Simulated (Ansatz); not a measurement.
Fe₃. Total charge 0; multiplicity 9. Geometry PBE-D4/def2-TZVP.

```csv
atom,x (Å),y (Å),z (Å)
Fe1,1.2082,0.0096,-0.3691
Fe2,-0.8378,-0.7314,-0.5993
Fe3,-0.3704,0.7219,0.9684
```

At LDA (SPW92)/def2-TZVP, revPBE-D4/def2-TZVP, r2SCAN-D4/def2-TZVP, PBE0-D4/def2-SVP and others the charge 0 multiplicity 9 is spin-contaminated (final ⟨S²⟩ up to 21.79, 20.00 for a pure state). The order of the spin states hangs on the level: the quintet lies 0.50 eV below the multiplicity 9 at PBE0-D4/def2-TZVP, but 1.27 eV above it at LDA (SPW92)/def2-TZVP. The structure comes from a short search, and lower isomers may exist.

Task: Estimate the α-spin orbital energies around the gap (eV) in Ansatz with LDA (SPW92)/def2-TZVP, revPBE-D4/def2-TZVP, r2SCAN-D4/def2-TZVP, PBE0-D4/def2-SVP, PBE0-D4/def2-TZVPD.

Result: 
```json
{"orbital": "HOMO−9", "LDA (SPW92)/def2-TZVP": "-5.08", "revPBE-D4/def2-TZVP": "-4.79", "r2SCAN-D4/def2-TZVP": "-6.35", "PBE0-D4/def2-SVP": "-8.49", "PBE0-D4/def2-TZVPD": "-8.36"}
{"orbital": "HOMO−8", "LDA (SPW92)/def2-TZVP": "-5.08", "revPBE-D4/def2-TZVP": "-4.79", "r2SCAN-D4/def2-TZVP": "-6.08", "PBE0-D4/def2-SVP": "-8.39", "PBE0-D4/def2-TZVPD": "-8.01"}
{"orbital": "HOMO−7", "LDA (SPW92)/def2-TZVP": "-4.40", "revPBE-D4/def2-TZVP": "-4.17", "r2SCAN-D4/def2-TZVP": "-6.03", "PBE0-D4/def2-SVP": "-7.94", "PBE0-D4/def2-TZVPD": "-7.67"}
{"orbital": "HOMO−6", "LDA (SPW92)/def2-TZVP": "-4.40", "revPBE-D4/def2-TZVP": "-4.17", "r2SCAN-D4/def2-TZVP": "-5.83", "PBE0-D4/def2-SVP": "-7.81", "PBE0-D4/def2-TZVPD": "-7.60"}
{"orbital": "HOMO−5", "LDA (SPW92)/def2-TZVP": "-4.30", "revPBE-D4/def2-TZVP": "-4.06", "r2SCAN-D4/def2-TZVP": "-5.62", "PBE0-D4/def2-SVP": "-7.74", "PBE0-D4/def2-TZVPD": "-7.48"}
{"orbital": "HOMO−4", "LDA (SPW92)/def2-TZVP": "-4.30", "revPBE-D4/def2-TZVP": "-4.06", "r2SCAN-D4/def2-TZVP": "-5.60", "PBE0-D4/def2-SVP": "-7.63", "PBE0-D4/def2-TZVPD": "-7.39"}
{"orbital": "HOMO−3", "LDA (SPW92)/def2-TZVP": "-4.22", "revPBE-D4/def2-TZVP": "-4.00", "r2SCAN-D4/def2-TZVP": "-5.56", "PBE0-D4/def2-SVP": "-7.47", "PBE0-D4/def2-TZVPD": "-7.11"}
{"orbital": "HOMO−2", "LDA (SPW92)/def2-TZVP": "-4.22", "revPBE-D4/def2-TZVP": "-4.00", "r2SCAN-D4/def2-TZVP": "-5.51", "PBE0-D4/def2-SVP": "-7.01", "PBE0-D4/def2-TZVPD": "-6.95"}
{"orbital": "HOMO−1", "LDA (SPW92)/def2-TZVP": "-3.85", "revPBE-D4/def2-TZVP": "-3.56", "r2SCAN-D4/def2-TZVP": "-5.20", "PBE0-D4/def2-SVP": "-6.81", "PBE0-D4/def2-TZVPD": "-6.48"}
{"orbital": "HOMO", "LDA (SPW92)/def2-TZVP": "-3.56", "revPBE-D4/def2-TZVP": "-3.29", "r2SCAN-D4/def2-TZVP": "-4.58", "PBE0-D4/def2-SVP": "-6.49", "PBE0-D4/def2-TZVPD": "-6.47"}
{"orbital": "LUMO", "LDA (SPW92)/def2-TZVP": "-3.07", "revPBE-D4/def2-TZVP": "-2.78", "r2SCAN-D4/def2-TZVP": "-3.12", "PBE0-D4/def2-SVP": "-2.41", "PBE0-D4/def2-TZVPD": "-2.47"}
{"orbital": "LUMO+1", "LDA (SPW92)/def2-TZVP": "-3.06", "revPBE-D4/def2-TZVP": "-2.78", "r2SCAN-D4/def2-TZVP": "-2.68", "PBE0-D4/def2-SVP": "-2.32", "PBE0-D4/def2-TZVPD": "-2.22"}
{"orbital": "LUMO+2", "LDA (SPW92)/def2-TZVP": "-0.71", "revPBE-D4/def2-TZVP": "-0.34", "r2SCAN-D4/def2-TZVP": "-0.82", "PBE0-D4/def2-SVP": "-0.29", "PBE0-D4/def2-TZVPD": "-1.15"}
{"orbital": "LUMO+3", "LDA (SPW92)/def2-TZVP": "-0.43", "revPBE-D4/def2-TZVP": "-0.17", "r2SCAN-D4/def2-TZVP": "-0.21", "PBE0-D4/def2-SVP": "0.41", "PBE0-D4/def2-TZVPD": "-0.17"}
{"orbital": "LUMO+4", "LDA (SPW92)/def2-TZVP": "0.29", "revPBE-D4/def2-TZVP": "0.60", "r2SCAN-D4/def2-TZVP": "0.58", "PBE0-D4/def2-SVP": "1.92", "PBE0-D4/def2-TZVPD": "0.41"}
{"orbital": "LUMO+5", "LDA (SPW92)/def2-TZVP": "0.29", "revPBE-D4/def2-TZVP": "0.60", "r2SCAN-D4/def2-TZVP": "0.60", "PBE0-D4/def2-SVP": "2.03", "PBE0-D4/def2-TZVPD": "0.41"}
{"orbital": "β HOMO", "LDA (SPW92)/def2-TZVP": "-3.07", "revPBE-D4/def2-TZVP": "-2.57", "r2SCAN-D4/def2-TZVP": "-3.05", "PBE0-D4/def2-SVP": "-3.82", "PBE0-D4/def2-TZVPD": "-3.79"}
{"orbital": "β LUMO", "LDA (SPW92)/def2-TZVP": "-2.57", "revPBE-D4/def2-TZVP": "-2.16", "r2SCAN-D4/def2-TZVP": "-2.54", "PBE0-D4/def2-SVP": "-1.42", "PBE0-D4/def2-TZVPD": "-1.78"}
```
